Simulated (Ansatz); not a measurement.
System: PbCl, net charge 1, singlet state. SMILES: [Pb+][Cl]
Geometry: optimised at B3LYP-D3(BJ)/def2-TZVP (Ansatz, an electronic-structure program).

Wanted: vertical electron affinity (to the doublet state of charge +0; a negative value means that the extra electron is unbound and the number depends on the basis; each state is the SCF solution reached for its spin), in eV. Cores are frozen in the correlated levels unless marked. UHF or UKS for open shells. Spin-orbit coupling is left out. The frozen core is the preceding noble-gas configuration, with the filled d and f shells of earlier blocks. In def2 rows, elements after Kr have scalar-relativistic effective core potentials. Basis-set limits of correlation are two-point, X^-3; Hartree-Fock from the larger set.

| level | program | vertical electron affinity (eV) |
|---|---|---|
| SVWN5/def2-TZVPD | Ansatz | 6.85 |
| PBE0/def2-TZVPD | Ansatz | ? |
| BHLYP/def2-TZVPD | Ansatz | 6.82 |
| CAM-B3LYP/def2-TZVPD | Ansatz | 6.92 |
| wB97M-V/def2-TZVPD | Ansatz | 6.82 |
| CCSD/def2-TZVPPD | Ansatz | ? |
| CCSD/def2-QZVPPD | Ansatz | ? |
| CCSD(T)/CBS(def2-TZVPPD,def2-QZVPPD) | Ansatz | ? |

Problem. Fill in the missing entries.

Solution. 
- PBE0/def2-TZVPD, vertical electron affinity (eV): 6.81
- CCSD/def2-TZVPPD, vertical electron affinity (eV): 6.67
- CCSD/def2-QZVPPD, vertical electron affinity (eV): 6.70
- CCSD(T)/CBS(def2-TZVPPD,def2-QZVPPD), vertical electron affinity (eV): 6.73
